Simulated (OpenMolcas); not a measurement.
# Mn4+: moving or changing the point charges

Mn4+ among 6 point charges of -2 e arranged as a tetragonal octahedron (D4h), 1.67 Å from the ion, with the axial distance 1.503 Å.
```
   1.6700    0.0000    0.0000  -2.00
   0.0000    1.6700    0.0000  -2.00
  -1.6700    0.0000    0.0000  -2.00
   0.0000   -1.6700    0.0000  -2.00
   0.0000    0.0000    1.5030  -2.00
   0.0000    0.0000   -1.5030  -2.00
```

```
Program             : OpenMolcas 26.06
Method              : CASSCF
Basis               : ANO-RCC-VDZP [5s4p2d1f]
Scalar Hamiltonian  : DKH2, point nucleus
Active space        : 3 electrons in 5 orbitals (3d)
State averaging     : 2S+1 = 4 even, 10 roots; 2S+1 = 2 even, 40 roots
Spin-orbit coupling : state interaction with AMFI integrals over the reference wave functions
```

Runs around this geometry, states (labels of D4, the rotations of D4h). Energies in cm-1 above the lowest state or level, χT in cm3 K/mol.

```
R (Å)  q (e)  Axial / equatorial distance  Ground state  First state of that spin  First gap with spin-orbit (degeneracies)  χT at 300 K  First state of another spin
 1.67     -2                         0.83           4B1                   4E 6008                                4.5 (2, 2)        1.672                     2E 21401
 1.67   -1.6                          0.9           4B1                  4B2 4983                                6.0 (2, 2)        1.616                    2B1 22446
 1.67     -2                          0.9           4B1                  4B2 6219                                4.2 (2, 2)        1.664                    2B1 22465
 1.78     -2                          0.9           4B1                  4B2 4560                                6.4 (2, 2)        1.590                    2B1 22364
```

Taking the first state of the same spin as R^-n, n = -ln(4560 / 6219) / ln(1.78 / 1.67) = 4.9 between the shortest and longest distance.

Scaling the charges by -1.6 / -2 = 0.80 scales the first state of the same spin by 4983 / 6219 = 0.80; with fixed orbitals a first-order splitting would follow the charge.

Without dynamic correlation the repulsion within the d shell is too large (B by tens of per cent), so at a given field states of lower spin stand too high. Point charges carry no covalency, so the field is a model and not that of real ligands. No measured value stands beside these numbers.
